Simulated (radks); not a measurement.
Fractional charge and spin in the 5p shell of thulium: the spin-up occupation runs from 2 to 3 and the spin-down occupation from 2 to 3; the fullest corner is Tm3+, [Kr] 4d10 4f(up 6, down 6) 5s2 5p(up 3, down 3). Method: scalar-relativistic Kohn-Sham, r2SCAN, spin-polarised, spherical densities, finite nucleus; meta-GGA in the generalised Kohn-Sham scheme; Fermi nuclear charge, rms radius of each element as measured or else 0.836 A^(1/3) + 0.57 fm; computed with a radial shooting solver on a logarithmic mesh with Libxc functionals. Energy (eV) minus the two flat planes that join the four corners (they meet along the diagonal where the two added fractions sum to one electron); zero is where a piecewise linear energy would lie.

down \ up,2,2.5,3
2,0.000,-1.829,0.000
2.5,-1.829,0.368,-1.746
3,0.000,-1.746,0.000

Corners above the fullest one (they belong to Tm4+ and the next ion): (up 3, down 2) 64.083 eV, (up 2, down 3) 64.083 eV, (up 2, down 2) 143.94 eV. With half an added electron in each spin the energy lies 0.368 eV from the planes, and with half an added electron in spin up alone -1.829 eV. The planes are only a guide here: the flat-plane condition holds for ground states with one frontier orbital, while this shell lies below other occupied shells, so the corners above the fullest one are inner-hole states and not the ground states of those ions.
